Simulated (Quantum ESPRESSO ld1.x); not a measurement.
The numbers below are computed, except where a source is named.
Q: Yb2+, 68 electrons, occupied as [Xe] 4f12.5 6s1 6p0.5 (fractional occupations, a model configuration). Code: ld1.x of Quantum ESPRESSO 7.5. Model: scalar-relativistic Kohn-Sham, LDA (Slater exchange, VWN5 correlation), spin-unpolarised, spherical densities, point nucleus. Some entries of the table are withheld. Estimate them.

orbital  occ.  eigenvalue (eV)  <r^2> (bohr^2)  <r> (bohr)
1s          2         -61222.1       0.0005304     0.01967
2s          2         -10399.6        0.008219     0.08338
2p          6         -9172.47        0.006719     0.07417
3s          2         -2368.55         0.05379      0.2169
3p          6         -1998.72         0.05428      0.2164
3d         10         -1547.64         0.04514      0.1962
4s          2         -490.666          0.2685      0.4876
4p          6              (1)          0.3049      0.5176
4d         10         -208.885             (2)      0.5579
5s          2         -81.1856           1.557       1.177
5p          6         -52.0561             (3)       1.377
4f       12.5         -32.9613          0.6645      0.7162
6s          1         -19.1330           9.920       2.980
6p        0.5         -13.4575           14.86       3.647

A: 
(1) 4p eigenvalue (eV): -369.019
(2) 4d <r^2> (bohr^2): 0.3613
(3) 5p <r^2> (bohr^2): 2.150
